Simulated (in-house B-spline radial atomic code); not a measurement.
# Removing the outer electron along the 48-electron series: Ag⁻ to Sb³⁺

All numbers come from an all-electron radial atomic-structure program (B-spline basis), all electrons, at the radial basis limit: mean fields, RPA and GW scalar-relativistic (one-electron X2C; non-relativistic for the lightest neutral atoms and singly charged ions), without spin-orbit coupling, Breit or QED terms, open shells spin-polarised at highest spin; Brueckner, CI + MBPT and self-energy runs four-component with Breit and QED terms. References are NIST's ionisation energies and tabulated electron affinities.

Columns: (a) minus the highest CAM-B3LYP level; (b) minus the highest LC-wPBE level; (c) minus the highest Hartree-Fock level; (d) Hartree-Fock, difference of total energies; (e) G0W0 on Hartree-Fock; (f) MP2, difference of total energies. Each gives computed minus reference, in eV; a star marks a semi-empirical reference. Species are left out where the tabulated value is theory, is uncertain by more than 0.12 eV, or (13 ions, such as In⁴⁺, Te⁴⁺ and Bi⁴⁺) lies off its series for all methods alike, which flatters the means a little.

| species | configuration | reference (eV) | (a) | (b) | (c) | (d) | (e) | (f) |
| --- | --- | --- | --- | --- | --- | --- | --- | --- |
| Ag⁻ | [Kr] 4d10 5s2 | 1.30 | -0.82 | -0.12 | -0.67 | -1.20 | -0.02 | -0.14 |
| Cd | [Kr] 4d10 5s2 | 8.99 | ? | ? | ? | ? | ? | ? |
| In⁺ | [Kr] 4d10 5s2 | 18.87 | -1.71 | -0.72 | -1.58 | -1.86 | +0.02 | +0.22 |
| Sn²⁺ | [Kr] 4d10 5s2 | 30.51 | -1.96 | -0.89 | -1.73 | -1.98 | +0.08 | +0.28 |
| Sb³⁺ | [Kr] 4d10 5s2 | 43.80 ± 0.03 | -2.27 | -1.13 | -1.92 | -2.17 | +0.06 | +0.25 |

Problem. What are the differences for Cd?

Solution. (a) -1.40; (b) -0.51; (c) -1.34; (d) -1.66; (e) -0.04; (f) +0.12 eV.

Problem. How do the methods rank over these species?

Solution. Mean absolute differences: G0W0 on Hartree-Fock 0.04 eV; MP2, difference of total energies 0.20 eV; minus the highest LC-wPBE level 0.67 eV; minus the highest Hartree-Fock level 1.45 eV; minus the highest CAM-B3LYP level 1.63 eV; Hartree-Fock, difference of total energies 1.77 eV. One-signed throughout: minus the highest CAM-B3LYP level (too low), minus the highest LC-wPBE level (too low), minus the highest Hartree-Fock level (too low), Hartree-Fock, difference of total energies (too low). Hartree-Fock differences come too low by the correlation energy of the removed electron.
